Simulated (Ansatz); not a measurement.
`C[SiH2][AsH2]` → `[SiH3][AsH2]` + `[CH2]` (triplet)  (formal loss of a carbene)

Gas-phase electronic energies from Ansatz, PBE0-D4/def2-TZVP geometries. CCSD(T)/CBS adds triple-zeta CCSD(T) − MP2 to the extrapolated MP2 energy (def2 sets, frozen cores). This one scheme is used for every species. DFT in def2-TZVPP. Triplets are unrestricted, without spin–orbit coupling. For As outer-core shells are correlated without core-valence functions, which leaves a few kJ/mol of doubt a bond. Scalar relativity is left out up to krypton.

`C[SiH2][AsH2]`:

```xyz
10

C     0.944    0.421   -1.151
Si    0.374   -0.309    0.475
As   -1.964   -0.679    0.394
H     2.028    0.559   -1.152
H     0.478    1.394   -1.324
H     0.682   -0.235   -1.984
H     0.756    0.582    1.605
H     1.014   -1.635    0.700
H    -2.049   -0.905    1.897
H    -2.263    0.808    0.540
```

`[SiH3][AsH2]`:

```xyz
7

Si    0.348    0.000   -0.788
As   -0.570    0.791    1.243
H     1.715    0.565   -0.932
H    -0.496    0.497   -1.905
H     0.427   -1.482   -0.861
H     0.291   -0.160    2.065
H    -1.715   -0.211    1.177
```

`[CH2]` (triplet):

```xyz
3

C    -0.133   -0.232    0.069
H    -0.533    0.225   -0.823
H     0.666    0.006    0.753
```

```csv
level,ΔE (eV),difference from CCSD(T)/CBS
BLYP-D4,4.85,-0.10
B97M-V,4.96,0.01
PBE0-D4,4.92,-0.03
r2SCAN0-D4,4.69,-0.26
revPBE,4.68,-0.27
BLYP,4.71,-0.24
r2SCAN,4.71,-0.24
r2SCAN0,4.67,-0.28
RPA@PBE/def2-TZVPP,4.71,-0.24
HF/def2-SVP,3.39,-1.56
CCSD(T)/def2-SVP,4.64,-0.31
SCS-MP2/def2-TZVPP,4.95,0.00
CCSD/def2-TZVPP,4.70,-0.25
MP2/def2-QZVPP,5.06,0.11
HF/CBS(def2),3.38,-1.57
MP2/CBS(def2),5.12,0.17
CCSD(T)/CBS,4.95,0
```

Problem. What do rigid-rotor, harmonic-oscillator terms from PBE0-D4/def2-TZVP frequencies (298.15 K, 1 bar) make of the CCSD(T)/CBS value? (An estimate is asked.)

Solution. Computed: ΔZPE = -0.32 eV, ΔH = +4.69 eV, ΔS = 157 J/(mol·K), ΔG = +4.20 eV. Open shells count their whole term as degenerate.

Largest T1 diagnostic among the species: 0.011.

From PBE to PBE0 (25 % exact exchange), in def2-TZVPP and without D4, ΔE moves by −0.07 eV. The D4 term adds +0.11 eV with B3LYP and +0.06 eV with PBE0; it sums over pairs of atoms, weighted by their polarisabilities, and B3LYP, whose exchange is more repulsive, gets the larger term. Leaving LDA and LC-ωPBE aside and taking each functional with its dispersion term where it has one, the values, not all of them listed here, spread over 0.35 eV, from r2SCAN0-D4 to ωB97X-V. LDA lies +0.73 eV from PBE without D4.

B3LYP here is the variant with VWN-RPA as its local correlation; programs differ in this.
